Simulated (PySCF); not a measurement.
## Ionisation energy of Xe⁺ by level of theory

Xe⁺ [Kr] 4d10 5s2 5p5 (2P) → Xe²⁺ [Kr] 4d10 5s2 5p4 (3P), as a difference of total energies. Computed with PySCF 2.14 in def2-TZVP with the def2 core potential (28 electrons) (6s5p3d2f, 50 functions), with scalar relativity through the core potential. Correlated levels: valence: 4s2 4p6 4d10 frozen. The calculations carry no spin-orbit coupling.

| method | ionisation energy (eV) | difference from reference (eV) |
| --- | --- | --- |
| UHF | 20.077 | -0.898 |
| PBE | 21.053 | +0.078 |
| B3LYP | 21.195 | +0.220 |
| MP2 (valence) | 20.772 | -0.203 |
| SCS-MP2 (valence) | 20.769 | -0.206 |
| CCSD (valence) | 20.793 | -0.182 |
| CCSD(T) (valence) | 20.820 | -0.155 |

Reference: 20.975 eV (semi-empirical (NIST evaluation); NIST Atomic Spectra Database, ionization energies).

The reference lies between the lowest fine-structure levels, while these numbers refer to the centres of the terms.

Errors of the correlated levels include the incompleteness of this basis and the frozen core.
